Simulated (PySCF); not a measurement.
# Gd⁴⁸⁺: ionisation energy

Gd⁴⁸⁺ [Ne] 3s2 3p4 (3P) → Gd⁴⁹⁺ [Ne] 3s2 3p3 (4S), as a difference of total energies. All numbers are calculated (PySCF 2.14, scalar relativity by spin-free X2C-1e, in an uncontracted even-tempered set (18 s from 10 bohr⁻², ratio 2.5; 12 p from 13 bohr⁻², ratio 2.5; 4 d from 56 bohr⁻², ratio 2.7; 4 f from 83 bohr⁻², ratio 2.7)). Correlated levels: outer shells: 1s2 frozen; virtual orbitals above 40 to 60 times the deepest correlated orbital energy dropped. The calculations carry no spin-orbit coupling.

| method | ionisation energy (eV) |
| --- | --- |
| UHF | 4233.9 |
| MP2 (outer shells) | 4235.0 |
| SCS-MP2 (outer shells) | 4235.0 |
| CCSD (outer shells) | 4235.0 |
| CCSD(T) (outer shells) | 4235.0 |

Spin-orbit coupling is strong in these open shells (close to jj coupling). The scalar numbers leave it out and a first-order estimate fails, so it can dominate the gap to the real levels.

The ground level that NIST lists for one species does not belong to the high-spin term computed here, so part of any gap is the choice of state.

Breit and QED terms and the two-electron picture change are absent.

For comparison: 4191 ± 4 eV (theoretical estimate listed by NIST; NIST Atomic Spectra Database, ionization energies).
